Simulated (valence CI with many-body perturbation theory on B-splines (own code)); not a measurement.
**Which ion has this spectrum?**

A relativistic CI+MBPT calculation for an atom or ion with 13 electrons gives these levels (Ry):

```
  J  Parity       E     g
1/2     odd   0.000  0.65
1/2    even   8.807  2.22
3/2     odd   9.935  1.33
3/2    even  17.172  1.66
5/2    even  18.144  1.36
3/2    even  19.419  0.95
1/2    even  20.020  1.21
3/2    even  23.015  0.83
5/2    even  24.679  1.23
5/2    even  28.096  1.38
3/2     odd  28.258  1.22
3/2     odd  29.284  0.56
5/2     odd  29.989  1.04
1/2    even  29.991  1.87
```

The energies are calculated, and their last digits are not significant.

(1) Which is it?
A. Pr46+
B. Nd47+
C. La44+
D. Eu50+

## Answers

(1) B. Nd47+, ground level (3s^2 3p1/2) J=1/2.
